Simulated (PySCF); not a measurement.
`CC/C(CC(C)(C)C)=N/N`, C₈H₁₈N₂

Molfile (atoms numbered from 1):
```
C8H18N2
     RDKit          3D

 28 27  0  0  0  0  0  0  0  0999 V2000
    3.0049   -0.8640    1.0464 C   0  0  0  0  0  0  0  0  0  0  0  0
    1.9415   -1.1577   -0.0142 C   0  0  0  0  0  0  0  0  0  0  0  0
    1.1663    0.0896   -0.3482 C   0  0  0  0  0  0  0  0  0  0  0  0
    0.0321    0.4686    0.5750 C   0  0  0  0  0  0  0  0  0  0  0  0
   -1.3779    0.0201    0.1239 C   0  0  0  0  0  0  0  0  0  0  0  0
   -2.3677    0.3721    1.2393 C   0  0  0  0  0  0  0  0  0  0  0  0
   -1.4102   -1.4896   -0.1184 C   0  0  0  0  0  0  0  0  0  0  0  0
   -1.7980    0.7368   -1.1597 C   0  0  0  0  0  0  0  0  0  0  0  0
    1.6116    0.7567   -1.3318 N   0  0  0  0  0  0  0  0  0  0  0  0
    1.0497    1.9049   -1.7824 N   0  0  0  0  0  0  0  0  0  0  0  0
    2.5488   -0.4880    1.9603 H   0  0  0  0  0  0  0  0  0  0  0  0
    3.5593   -1.7682    1.2870 H   0  0  0  0  0  0  0  0  0  0  0  0
    3.7020   -0.1164    0.6766 H   0  0  0  0  0  0  0  0  0  0  0  0
    1.2708   -1.9329    0.3562 H   0  0  0  0  0  0  0  0  0  0  0  0
    2.4317   -1.5153   -0.9198 H   0  0  0  0  0  0  0  0  0  0  0  0
    0.2311    0.0226    1.5520 H   0  0  0  0  0  0  0  0  0  0  0  0
    0.0161    1.5571    0.7076 H   0  0  0  0  0  0  0  0  0  0  0  0
   -2.3703    1.4440    1.4291 H   0  0  0  0  0  0  0  0  0  0  0  0
   -2.1056   -0.1383    2.1640 H   0  0  0  0  0  0  0  0  0  0  0  0
   -3.3757    0.0745    0.9588 H   0  0  0  0  0  0  0  0  0  0  0  0
   -2.4180   -1.8021   -0.3840 H   0  0  0  0  0  0  0  0  0  0  0  0
   -0.7448   -1.7589   -0.9348 H   0  0  0  0  0  0  0  0  0  0  0  0
   -1.1125   -2.0341    0.7755 H   0  0  0  0  0  0  0  0  0  0  0  0
   -2.7791    0.3886   -1.4755 H   0  0  0  0  0  0  0  0  0  0  0  0
   -1.8593    1.8119   -1.0024 H   0  0  0  0  0  0  0  0  0  0  0  0
   -1.0908    0.5430   -1.9611 H   0  0  0  0  0  0  0  0  0  0  0  0
    0.4892    2.4440   -1.1258 H   0  0  0  0  0  0  0  0  0  0  0  0
    1.7338    2.4584   -2.2795 H   0  0  0  0  0  0  0  0  0  0  0  0
  1  2  1  0
  2  3  1  0
  3  4  1  0
  4  5  1  0
  5  6  1  0
  5  7  1  0
  5  8  1  0
  3  9  2  0
  9 10  1  0
  1 11  1  0
  1 12  1  0
  1 13  1  0
  2 14  1  0
  2 15  1  0
  4 16  1  0
  4 17  1  0
  6 18  1  0
  6 19  1  0
  6 20  1  0
  7 21  1  0
  7 22  1  0
  7 23  1  0
  8 24  1  0
  8 25  1  0
  8 26  1  0
 10 27  1  0
 10 28  1  0
M  END
```

Method used: GIAO wB97X-D/pcSseg-1 magnetisability, rotational g tensor and spin-rotation constants, non-relativistic, gas phase in PySCF 2.14.0. Geometry: GFN2-xTB.

Problem. Give the nuclear spin-rotation constants along the inertial axes (H = +C I·J) beside the isotropic shieldings.

Solution. Rotational constants 1.6401, 0.9517, 0.7273 GHz. A star marks the isotopologue with that one atom substituted, in its own axes.
```
atom  isotope  Caa (kHz)  Cbb (kHz)  Ccc (kHz)  mean (kHz)  σ (ppm)
  N9      14N      0.264      0.293      0.070       0.209   -102.4
 N10      14N      0.139      0.076      0.053       0.089    145.8
 H11       1H     -0.133     -0.091     -0.016      -0.080     30.8
 H12       1H     -0.113     -0.033     -0.068      -0.071     30.7
 H13       1H     -0.089     -0.039     -0.075      -0.068     30.9
 H14       1H     -0.107     -0.015     -0.073      -0.065     29.9
 H15       1H     -0.105     -0.089     -0.013      -0.069     29.6
 H16       1H     -0.181      0.015     -0.070      -0.079     30.1
 H17       1H     -0.181     -0.053     -0.016      -0.083     29.9
 H18       1H     -0.183     -0.062     -0.016      -0.087     30.7
 H19       1H     -0.172      0.007     -0.075      -0.080     30.8
 H20       1H      0.003     -0.114     -0.061      -0.057     30.8
 H21       1H     -0.003     -0.112     -0.061      -0.059     31.0
 H22       1H     -0.084     -0.093     -0.034      -0.070     30.6
 H23       1H     -0.179      0.009     -0.075      -0.082     30.9
 H24       1H     -0.012     -0.108     -0.059      -0.060     31.0
 H25       1H     -0.184     -0.059     -0.023      -0.089     31.1
 H26       1H     -0.061     -0.084     -0.045      -0.063     30.2
 H27       1H     -0.068     -0.096     -0.011      -0.059     27.0
 H28       1H     -0.068      0.003     -0.084      -0.050     26.7
  C1     13C*      0.233      0.128      0.103       0.154    170.3
  C2     13C*      0.285      0.157      0.131       0.191    148.3
  C3     13C*      0.609      0.381      0.192       0.394     35.9
  C4     13C*      0.264      0.192      0.124       0.193    145.8
  C5     13C*      0.266      0.163      0.128       0.185    150.6
  C6     13C*      0.258      0.170      0.120       0.182    152.2
```
For the geometry as given, no vibrational averaging.
